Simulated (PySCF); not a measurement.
C3H6O2Si. Atoms are numbered in the order given.

```xyz
12

C      2.3120    -0.1838     1.4392
C      1.2892    -0.1363     0.7811
Si    -0.2620     0.0045    -0.1919
C     -1.6577     0.6825     0.8317
O     -0.5461    -1.5432    -0.7409
O     -0.0473     1.0734    -1.4514
H      3.2150    -0.2328     2.0200
H     -2.5736     0.7933     0.2284
H     -1.8780     0.0167     1.6805
H     -1.3939     1.6752     1.2288
H     -1.3551    -1.6676    -1.2517
H      0.7402     0.9360    -1.9919
```
Charge 0, spin multiplicity 1.

Geometry: B3LYP-D3(BJ)/def2-SVP. This is a generated structure with no PubChem entry under its InChIKey; it may be hypothetical. The values are those of a single conformer.

Calculation: KT2/pcSseg-1 run with PySCF.

GIAO shieldings, no solvent; atoms listed in one row are averaged. δ = σ(ref) − σ: ¹³C against TMS (σ = 185.1 ppm); ²⁹Si against TMS (σ = 361.9 ppm); ¹⁷O against H2O (σ = 330.4 ppm); ¹H against TMS (σ = 31.47 ppm), references at their B3LYP-D3(BJ)/def2-TZVP geometries, non-relativistic.

| nucleus | atoms | count | δ (ppm) |
|---|---|---|---|
| ¹³C | C1 | 1 | 89.5 |
| ¹³C | C2 | 1 | 79.9 |
| ¹³C | C4 | 1 | 1.7 |
| ²⁹Si | Si3 | 1 | -24.9 |
| ¹⁷O | O6 | 1 | 84.0 |
| ¹⁷O | O5 | 1 | 80.2 |
| ¹H | H7 | 1 | 2.51 |
| ¹H | H12 | 1 | 2.30 |
| ¹H | H11 | 1 | 1.89 |
| ¹H | H8, H9, H10 | 3 | 0.51 |
